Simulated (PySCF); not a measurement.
Bond curve of PbF

Set-up: Pb x2c-TZVPPall, F x2c-TZVPPall; spin-free X2C with a Gaussian nucleus (PySCF 2.14). Energies in eV from Pb + F in their ground configurations at the same level. State: doublet, unpaired electrons π ↑, a mixture of terms (⟨Lz²⟩ = 1.4).

All columns are PBE0. A positive dipole means Pb(−)F(+).

```json
{"R (Å)": "1.766", "E (eV)": "-3.367", "μ (D)": "-1.59", "Mulliken charge on Pb (basis-dependent)": "0.42", "HOMO (eV)": "-4.25", "LUMO (eV)": "-2.48", "Mayer bond order": "0.82", "⟨S²⟩": "0.75"}
{"R (Å)": "1.849", "E (eV)": "-4.026", "μ (D)": "-2.18", "Mulliken charge on Pb (basis-dependent)": "0.45", "HOMO (eV)": "-4.39", "LUMO (eV)": "-2.61", "Mayer bond order": "0.80", "⟨S²⟩": "0.75"}
{"R (Å)": "1.931", "E (eV)": "-4.375", "μ (D)": "-2.74", "Mulliken charge on Pb (basis-dependent)": "0.48", "HOMO (eV)": "-4.52", "LUMO (eV)": "-2.74", "Mayer bond order": "0.79", "⟨S²⟩": "0.75"}
{"R (Å)": "1.992", "E (eV)": "-4.493", "μ (D)": "-3.16", "Mulliken charge on Pb (basis-dependent)": "0.50", "HOMO (eV)": "-4.62", "LUMO (eV)": "-2.84", "Mayer bond order": "0.77", "⟨S²⟩": "0.75"}
{"R (Å)": "2.054", "E (eV)": "-4.523", "μ (D)": "-3.56", "Mulliken charge on Pb (basis-dependent)": "0.52", "HOMO (eV)": "-4.72", "LUMO (eV)": "-2.94", "Mayer bond order": "0.76", "⟨S²⟩": "0.75"}
{"R (Å)": "2.116", "E (eV)": "-4.487", "μ (D)": "-3.95", "Mulliken charge on Pb (basis-dependent)": "0.54", "HOMO (eV)": "-4.82", "LUMO (eV)": "-3.03", "Mayer bond order": "0.75", "⟨S²⟩": "0.75"}
{"R (Å)": "2.198", "E (eV)": "-4.366", "μ (D)": "-4.46", "Mulliken charge on Pb (basis-dependent)": "0.56", "HOMO (eV)": "-4.95", "LUMO (eV)": "-3.16", "Mayer bond order": "0.73", "⟨S²⟩": "0.75"}
{"R (Å)": "2.300", "E (eV)": "-4.140", "μ (D)": "-5.07", "Mulliken charge on Pb (basis-dependent)": "0.58", "HOMO (eV)": "-5.11", "LUMO (eV)": "-3.31", "Mayer bond order": "0.71", "⟨S²⟩": "0.75"}
{"R (Å)": "2.424", "E (eV)": "-3.810", "μ (D)": "-5.77", "Mulliken charge on Pb (basis-dependent)": "0.60", "HOMO (eV)": "-5.28", "LUMO (eV)": "-3.48", "Mayer bond order": "0.69", "⟨S²⟩": "0.75"}
{"R (Å)": "2.588", "E (eV)": "-3.333", "μ (D)": "-6.64", "Mulliken charge on Pb (basis-dependent)": "0.62", "HOMO (eV)": "-5.50", "LUMO (eV)": "-3.69", "Mayer bond order": "0.67", "⟨S²⟩": "0.75"}
```

A fit through these points gives, at Re = 2.048 Å, μ = -3.52 D and dμ/dR = -6.47 D/Å; the reduced mass is 17.41 u.

Q: How strong is the fundamental in the double-harmonic approximation, I = 42.26·(dμ/dR)²/μred km/mol?

A: I = 42.26·(-6.47)²/17.41 = 102 km/mol at PBE0.

Spin–orbit coupling is left out, which matters for elements this heavy, above all for dissociation energies. The state was picked by a PBE0 search and need not be the measured ground state.
